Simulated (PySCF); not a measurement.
# Spinor energies of Pd (palladium, neutral)

Start: [Kr] 4d10. Calculated with PySCF 2.14 in x2c-SVPall-2c (6s8p6d1f, 67 functions): generalised Hartree-Fock with the X2C-1e Hamiltonian and a Gaussian nucleus; one run each with spin-orbit coupling (SO) switched off, then screened by Boettger's factors.

| spinor shell | electrons | ε, spin-free (eV) | ε, screened SO (eV) | weight of nominal j (screened SO) | rms radius, screened SO (bohr) |
| --- | --- | --- | --- | --- | --- |
| 1s1/2 | 2 | -24471.1 | -24469.5 | 1.000 | 0.0366 |
| 2s1/2 | 2 | -3655.2 | -3654.8 | 1.000 | 0.150 |
| 2p1/2 | 2 | -3271.1 | -3381.6 | 1.000 | 0.130 |
| 2p3/2 | 4 | -3271.1 | -3219.9 | 1.000 | 0.135 |
| 3s1/2 | 2 | -694.31 | -694.21 | 1.000 | 0.403 |
| 3p1/2 | 2 | -564.63 | -584.56 | 1.000 | 0.399 |
| 3p3/2 | 4 | -564.63 | -555.36 | 1.000 | 0.410 |
| 3d3/2 | 4 | -358.92 | -362.28 | 1.000 | 0.387 |
| 3d5/2 | 6 | -358.92 | -356.60 | 1.000 | 0.390 |
| 4s1/2 | 2 | -104.44 | -104.43 | 1.000 | 1.02 |
| 4p1/2 | 2 | -65.279 | -68.541 | 1.000 | 1.11 |
| 4p3/2 | 4 | -65.279 | -63.777 | 1.000 | 1.14 |
| 4d3/2 | 4 | -8.930 | -9.281 | 1.000 | 1.71 |
| 4d5/2 | 6 | -8.930 | -8.706 | 1.000 | 1.76 |

```json
{"quantity": "E (hartree)", "spin-free": "-5041.87294", "screened SO": "-5042.70120"}
{"quantity": "M_J", "spin-free": "0", "screened SO": "0"}
{"quantity": "⟨J²⟩", "spin-free": "0.000", "screened SO": "0.000"}
{"quantity": "⟨L²⟩", "spin-free": "0.000", "screened SO": "0.015"}
{"quantity": "⟨S²⟩", "spin-free": "0.000", "screened SO": "0.015"}
```

Breit and QED terms are absent; they matter most for the inner s and p1/2 levels.

Densities and radii are taken from the X2C orbitals without a picture-change correction, which distorts them close to the nucleus.

Without spin-orbit coupling the j labels of p, d and f shells carry no meaning; the spin-free column gives the mean over the occupied spinors of each nl shell.
